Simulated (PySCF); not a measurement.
# Spin states of TlF

Unrestricted PBE0; Tl cc-pVTZ-PP with ECP60, F cc-pVTZ; scalar-relativistic core potentials (PySCF 2.14). Outer shells of the fragments: Tl 5d10 6s2 6p1; F 2s2 2p5.

Followed along the bond (rough minima from three points):

| 2Ms+1 | unpaired | ⟨S²⟩ at the start | R at minimum (Å) | Te (eV) |
| --- | --- | --- | --- | --- |
| 1 | none | 0.00 | 2.11 | 0.00 |
| 3 | σ ↑, π ↑ | 2.01 | 2.11 | 4.43 |

Solutions found at the starting distance of 2.045 Å, counted from the lowest of them; the search is not exhaustive and high or unbound solutions are not listed, so other states can lie among these:

```csv
2Ms+1,unpaired,term,E (eV),⟨S²⟩,⟨Lz²⟩,μ (D)
1,none,¹Σ⁺,0.00,0.00,0.00,-3.58
3,"σ ↑, π ↑",³Π,4.43,2.01,1.00,-2.05
1,"σ ↓, π ↑",mixed,4.78,1.01,1.00,-1.65
3,σ ↑↑,³Σ⁺,6.03,2.00,0.00,-0.31
3,π ↑↑,mixed,6.53,2.00,2.01,1.76
3,π ↑↑,mixed,6.63,2.00,2.01,1.85
3,"σ ↑, π ↑",³Π,7.83,2.00,1.00,2.04
```

A term symbol is given only where ⟨S²⟩ and ⟨Lz²⟩ are close to those of a pure state; real π, δ and φ orbitals otherwise mix terms. A positive dipole means Tl(−)F(+).

The measured ground state is X ¹Σ+ (Huber and Herzberg, Constants of Diatomic Molecules (1979)).

Spin–orbit coupling is left out, which matters for elements this heavy, above all for dissociation energies. Counting both spins, an empty level lies below a filled one in some of these solutions, because spin and occupation are held.
